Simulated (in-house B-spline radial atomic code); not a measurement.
# BHandHLYP excitations of Sc IV (Sc3+)

Method: BHandHLYP. Computed with an all-electron radial atomic-structure program (B-spline basis): linear response of the closed shell [Ne] 3s2 3p6 with the functional's adiabatic kernel; scalar-relativistic (spin-free one-electron X2C), finite nucleus, no spin-orbit coupling, no double excitations, S, P, D and F terms only. Only terms of natural parity with L up to 3 were computed.

Command:
```bash
python run_td.py task.json out
```
Settings (radii: box in bohr, nucleus in fm):
```
Z                        21
electrons                18
configuration            [Ne] 3s2 3p6
hamiltonian              x2c
method                   bhandhlyp
box_radius               23.08
rms_radius               3.5459
intervals                73
```

Time taken, with all properties: 1.2 s on 1 thread of Arm Neoverse N1, with other jobs on the host.

The lowest states, in the order of their Tamm-Dancoff energies; the method's threshold (minus the highest occupied level) is 69.59 eV. Labels give the largest channel, * marks a mixed state, and oscillator strengths are full-response dipole values. Semilocal kernels can invert the small singlet-triplet splittings of Rydberg terms. Energies in eV:

```json
{"state": "3p → 3d 3P", "full response": "29.611", "Tamm-Dancoff": "29.734", "oscillator strength": "-"}
{"state": "3p → 3d 3F", "full response": "?", "Tamm-Dancoff": "?", "oscillator strength": "-"}
{"state": "3p → 3d 1F", "full response": "33.09", "Tamm-Dancoff": "33.11", "oscillator strength": "-"}
{"state": "3p → 4s 3P", "full response": "40.19", "Tamm-Dancoff": "40.21", "oscillator strength": "-"}
{"state": "3p → 4s 1P", "full response": "40.79", "Tamm-Dancoff": "40.84", "oscillator strength": "1.38"}
{"state": "3p → 3d 1P", "full response": "?", "Tamm-Dancoff": "?", "oscillator strength": "?"}
{"state": "3p → 4p 3S", "full response": "44.91", "Tamm-Dancoff": "44.95", "oscillator strength": "-"}
{"state": "3p → 4p 3D", "full response": "45.56", "Tamm-Dancoff": "45.58", "oscillator strength": "-"}
{"state": "3p → 4p 1D", "full response": "46.05", "Tamm-Dancoff": "46.05", "oscillator strength": "-"}
{"state": "3p → 4p 1S", "full response": "48.27", "Tamm-Dancoff": "48.48", "oscillator strength": "-"}
```

(1) Where does 3p → 3d 3F lie?

(2) Where does 3p → 3d 1P lie?

(3) How large is the singlet-triplet splitting of 3p → 3d (F terms) in Tamm-Dancoff?

(4) What polarisabilities and dispersion coefficient does the method give?

Answers

(1) At 30.12 eV in full response, 30.41 eV in Tamm-Dancoff.

(2) At 42.12 eV in full response, 43.77 eV in Tamm-Dancoff, oscillator strength 3.23.

(3) 2.7 eV, from the unrounded values.

(4) Dipole 2.142 bohr³, quadrupole 3.535 bohr⁵, C6 5.658 hartree·bohr⁶ for two such species.
